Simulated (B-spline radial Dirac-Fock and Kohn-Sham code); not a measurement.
# X-ray form factors of silicon in several charge states

Method: Dirac-Fock densities. Computed with a radial finite-basis atomic code.

Configurations: Si⁹⁺ [He] 2s2 2p1; Si¹⁰⁺ [He] 2s2; Si¹¹⁺ [He] 2s1; Si¹²⁺ 1s2; Si¹³⁺ 1s1. The first column is f₀ of Si⁹⁺, the others are differences from it.

| s (Å⁻¹) | Si⁹⁺ | Δ Si¹⁰⁺ | Δ Si¹¹⁺ | Δ Si¹²⁺ | Δ Si¹³⁺ |
| --- | --- | --- | --- | --- | --- |
| 0 | 5.000 | -1.000 | -2.000 | -3.000 | -4.000 |
| 0.1 | 4.940 | -0.982 | -1.961 | -2.942 | -3.941 |
| 0.2 | 4.766 | -0.929 | -1.849 | -2.776 | -3.771 |
| 0.3 | 4.499 | -0.848 | -1.677 | -2.520 | -3.509 |
| 0.4 | 4.165 | -0.748 | -1.465 | -2.202 | -3.183 |
| 0.5 | 3.796 | -0.639 | -1.233 | -1.854 | -2.823 |
| 0.7 | 3.062 | -0.429 | -0.785 | -1.173 | -2.115 |
| 0.9 | 2.454 | -0.261 | -0.434 | -0.633 | -1.539 |
| 1.1 | 2.021 | -0.146 | -0.204 | -0.280 | -1.144 |
| 1.4 | 1.638 | -0.051 | -0.039 | -0.032 | -0.826 |
